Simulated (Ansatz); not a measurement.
Basis sets compared for the cluster Li₆H₆⁺ (the lowest doublet isomer of a short search). Total charge 1; doublet. Geometry r2SCAN-D4/def2-TZVP. Ansatz on 4 threads of Arm Neoverse V2 on a shared host; times are rough, and most runs start from earlier orbitals.

Cartesian coordinates in Å:
```
Li 1.259 0.850 2.374
Li 0.295 0.892 -1.020
Li -0.452 -2.126 3.332
Li -0.308 -0.889 1.022
Li 0.467 2.121 -3.332
Li -1.255 -0.850 -2.379
H 0.403 -0.634 2.847
H -0.396 0.632 -2.851
H -0.678 -0.683 -0.735
H -1.071 -2.342 1.726
H 1.071 2.341 -1.719
H 0.666 0.687 0.736
```

The structure comes from a short search, and lower isomers may exist.

```json
{"level": "HF/STO-3G", "functions": "36", "energy (Eh)": "-47.2378", "HOMO (eV)": "-10.69", "LUMO (eV)": "-5.05", "wall time": "0.15 s"}
{"level": "HF/6-31G", "functions": "66", "energy (Eh)": "-47.9291", "HOMO (eV)": "-10.98", "LUMO (eV)": "-5.65", "wall time": "0.3 s"}
{"level": "PBE-D4/def2-SVP", "functions": "84", "energy (Eh)": "-48.3345", "HOMO (eV)": "-8.21", "LUMO (eV)": "-7.69", "wall time": "1.5 s"}
{"level": "PBE0-D4/def2-SVP", "functions": "84", "energy (Eh)": "-48.3584", "HOMO (eV)": "-8.90", "LUMO (eV)": "-7.47", "wall time": "1.6 s"}
```

Problem. Estimate the rows for HF/def2-TZVP, PBE-D4/def2-TZVP (with forces), PBE0-D4/def2-TZVP.

Solution. 
```csv
level,functions,energy (Eh),HOMO (eV),LUMO (eV),wall time
HF/def2-TZVP,120,-47.9574,-11.04,-5.63,0.75 s
PBE-D4/def2-TZVP (with forces),120,-48.3700,-8.28,-7.75,1.7 s
PBE0-D4/def2-TZVP,120,-48.3907,-8.96,-7.55,2.5 s
```
